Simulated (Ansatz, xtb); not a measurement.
**Two structures of ClFO2W**

Structure a is a triplet given by its coordinates and structure b is a triplet given by its coordinates. Both are isolated molecules in the gas phase, relaxed with PBE0-D4/def2-SVP.

a (Å):

```yaml
atoms:
  - { symbol: Cl, position_ang: [-1.2027, 0.8817, -1.5920] }
  - { symbol: F, position_ang: [0.2603, 1.4052, 1.3196] }
  - { symbol: O, position_ang: [-0.7712, -1.6065, 0.1071] }
  - { symbol: O, position_ang: [1.6376, -0.7767, 0.0452] }
  - { symbol: W, position_ang: [0.1260, 0.0226, 0.0787] }
```

Close contacts (Å): Cl1–W5 2.30, F2–W5 1.86, O3–W5 1.86, O4–W5 1.71.

b (Å):

```yaml
atoms:
  - { symbol: Cl, position_ang: [0.4437, 1.9710, 0.2050] }
  - { symbol: F, position_ang: [-0.6807, -1.1871, -1.2929] }
  - { symbol: O, position_ang: [-0.5340, -0.8309, 1.7022] }
  - { symbol: O, position_ang: [1.8731, -0.1208, 0.2760] }
  - { symbol: W, position_ang: [-0.0172, -0.2805, 0.1964] }
```

Close contacts (Å): Cl1–W5 2.30, F2–W5 1.87, O3–W5 1.68, O4–W5 1.90.

Question: Estimate E(b) − E(a) at the level CCSD(T)/def2-SVP.

Answer: Calculated at CCSD(T)/def2-SVP: E(b) − E(a) = −1.63 kcal/mol, so structure b lies lower.

Level by level:

| level | geometry | E(b) − E(a) (kcal/mol) | departure from the last row (kcal/mol) | job, with rough time for the two |
| --- | --- | --- | --- | --- |
| PBE0-D4/def2-SVP | PBE0-D4/def2-SVP | −2.96 | −1.33 | optimisation, 2.1 min |
| HF/def2-SVP | PBE0-D4/def2-SVP | −0.82 | +0.81 | part of the CCSD(T) run |
| MP2/def2-SVP | PBE0-D4/def2-SVP | −13.38 | −11.75 | part of the CCSD(T) run |
| CCSD(T)/def2-SVP | PBE0-D4/def2-SVP | −1.63 |  | single point, 56 s |

The levels shown agree on the order. The largest departure from CCSD(T)/def2-SVP is that of MP2/def2-SVP, 11.75 kcal/mol. Levels run at GFN2-xTB geometries aren't shown.

With harmonic frequencies from PBE0-D4/def2-SVP (ideal gas, rigid rotor, one conformer each, 298.15 K, 1 atm): on the last row, ΔE + ΔZPE = −1.00 kcal/mol. A mode under 50 cm⁻¹ makes harmonic enthalpies and free energies unreliable, so none is given.

Open shells are spin-unrestricted, with notable spin contamination under HF/def2-SVP, MP2/def2-SVP, CCSD(T)/def2-SVP. The correlated steps freeze 8 core orbitals. Atoms past krypton carry core potentials in the def2 sets and no spin–orbit term is included. Run with Ansatz 0.2.0; the last row on 2 threads of Intel(R) Xeon(R) 6975P-C (Granite Rapids) on a shared host.
